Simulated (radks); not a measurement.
Excited configurations of Cr I: one electron is placed in a higher orbital outside [Ar] 3d5. The ground configuration is [Ar] 3d5 4s1. All-electron calculation, Dirac Kohn-Sham, PBE, spin-unpolarised, spherical densities, point nucleus; open shells fill j = l - 1/2 first. Program: a radial shooting solver on a logarithmic mesh with Libxc functionals. Excitation = E - E(ground); binding = E(ion) - E, where the ion is the core of charge +1; n* = 1/sqrt(2 binding) in atomic units, and the quantum defect is n - n*.

| outer orbital | excitation (eV) | binding (eV) | quantum defect | eigenvalue (eV) |
|---|---|---|---|---|
| 4d3/2 | 5.333 | 1.562 | 1.049 | -0.720 |
| 5s1/2 | 4.526 | 2.369 | 2.604 | -1.397 |
| 5p1/2 | 5.161 | 1.734 | 2.199 | -0.990 |
| 5f5/2 | 6.267 | 0.628 | 0.347 | -0.366 |
| 6s1/2 | 5.629 | 1.266 | 2.722 | -0.785 |
| 6p1/2 | 5.888 | 1.008 | 2.325 | -0.623 |
| 7s1/2 | 6.100 | 0.796 | 2.866 | -0.515 |
| 7p1/2 | 6.234 | 0.662 | 2.465 | -0.429 |

The Delta-SCF ionisation energy is 6.896 eV (NIST Atomic Spectra Database: 6.767 eV, measured). Self-interaction in the functional shifts the binding energies and quantum defects, so they are the method's values and not measured ones. Spin polarisation and multiplet splitting are left out, so open shells lie too high by an amount that depends on their filling.

Beside tabulated values, note that spin-unpolarised runs miss the spin-polarisation part of the exchange energy of open shells.
